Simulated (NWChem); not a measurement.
System: SiH3Cl; SMILES [SiH3]Cl

```xyz
5

Si     0.0000     0.0000    -0.9600
Cl     0.0000     0.0000     1.1078
H     -0.7872    -1.1686    -1.4420
H      1.4056    -0.0975    -1.4420
H     -0.6184     1.2661    -1.4420
```
Atoms are numbered in this order, from 1.

Results from NWChem. Pople sets run with spherical d functions. Geometry: optimised at PBE0/def2-SVP. Vzz is the largest principal value of the second derivative of the potential at the nucleus (NWChem prints the opposite sign); η is the asymmetry. Non-relativistic.

```tsv
level	Vzz Cl2 (a.u.)	η Cl2
PBE/6-31G*	…	0.00
PBE/cc-pVTZ	2.110	0.00
CAM-B3LYP/def2-SVP	2.182	0.00
CAM-B3LYP/def2-TZVP	2.249	0.00
```

Problem. Fill in the missing entries.

Solution. 
- PBE/6-31G*, Vzz Cl2 (a.u.): 2.218
